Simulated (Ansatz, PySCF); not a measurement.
CH₈FNSi₂, SMILES NC[SiH2][SiH2]F. Atoms are numbered in the order given.

```xyz
13

N     -2.7387     1.0429     1.0266
C     -1.5908     0.1599     0.8786
Si    -0.1174     0.8961    -0.0839
Si     1.6605    -0.6129    -0.3322
F      1.0559    -1.9746    -1.0082
H     -2.4748     1.9028     1.5039
H     -3.0993     1.3215     0.1159
H     -1.9065    -0.7707     0.3770
H     -1.2448    -0.1592     1.8768
H      0.3872     2.1171     0.6277
H     -0.5878     1.3332    -1.4385
H      2.2531    -0.9881     0.9877
H      2.7485    -0.1024    -1.2188
```

Geometry optimised at PBE0-D3(BJ)/def2-SVP. This is a generated structure with no PubChem entry under its InChIKey; it may be hypothetical. Other conformers were not sampled.

Two levels are set side by side: PBE-D3(BJ)/def2-SVP (Ansatz, a program for electronic structure) and PBE0-D3(BJ)/def2-SVP (Ansatz). Each level has its own optimised geometry; the coordinates shown are those of the second. Frequencies come from the Hessian of PySCF at each geometry. Differences are taken from unrounded values.

| quantity | PBE0-D3(BJ) | PBE-D3(BJ) | PBE-D3(BJ) minus PBE0-D3(BJ) |
|---|---|---|---|
| mean bond length (Å) | 1.465 | 1.476 | 0.011 |
| bond N1–C2 (Å) | 1.456 | 1.466 | 0.010 |
| bond C2–Si3 (Å) | 1.908 | 1.923 | 0.016 |
| bond Si3–Si4 (Å) | 2.345 | 2.354 | 0.009 |
| bond Si4–F5 (Å) | 1.636 | 1.651 | 0.015 |
| bond N1–H6 (Å) | 1.018 | 1.029 | 0.010 |
| bond N1–H7 (Å) | 1.018 | 1.029 | 0.010 |
| bond C2–H8 (Å) | 1.103 | 1.111 | 0.008 |
| bond C2–H9 (Å) | 1.104 | 1.112 | 0.008 |
| bond Si3–H10 (Å) | 1.501 | 1.511 | 0.011 |
| bond Si3–H11 (Å) | 1.499 | 1.510 | 0.011 |
| bond Si4–H12 (Å) | 1.495 | 1.507 | 0.012 |
| bond Si4–H13 (Å) | 1.493 | 1.506 | 0.013 |
| highest harmonic wavenumber (cm⁻¹) | 3623 | 3484 | -139 |
| mean harmonic wavenumber (cm⁻¹) | 1226 | 1184 | -41 |
| zero-point energy (kcal/mol) | 57.82 | 55.87 | -1.95 |

GGA bonds tend to be longer and softer than those of functionals with exact exchange. Differences between two approximate levels are no errors against the true value.
